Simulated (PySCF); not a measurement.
```xyz
4
charge 0 multiplicity 3, angstrom
Rh    0.0000    0.0000   -0.1557
F     0.0000    0.0000    1.6896
F     1.7966    0.0000   -0.4272
F    -1.7966    0.0000   -0.4272
```

Level of theory: UPBE0 in PySCF with Rh def2-SVP with ECP28, F def2-SVP; scalar-relativistic core potentials, no spin–orbit coupling; density-fitted integrals.

This geometry of RhF₃ is a stationary point at this level.

Task: What is the point group?

Result: C2v.

Task: Is it a minimum?

Result: Yes: all harmonic wavenumbers are real.

Task: Give the atomic charges and bond orders.

Result: 
```tsv
atom	Mulliken	Löwdin	polar tensor	spin (Mulliken)	Mayer order to Rh1
Rh1	0.97	0.34	1.64	1.52	–
F2	-0.31	-0.12	-0.49	0.09	1.01
F3,4	-0.33	-0.11	-0.57	0.20	1.02
```

Task: Give the ideal-gas entropy at 298.15 K and 1 bar by parts.

Result: translation 172.1, rotation 101.8, vibration 35.5, spin 9.1; total 318.5 J/(mol K).

This need not be the most stable arrangement of these atoms. With open d or f shells other occupations or spin states may lie lower.
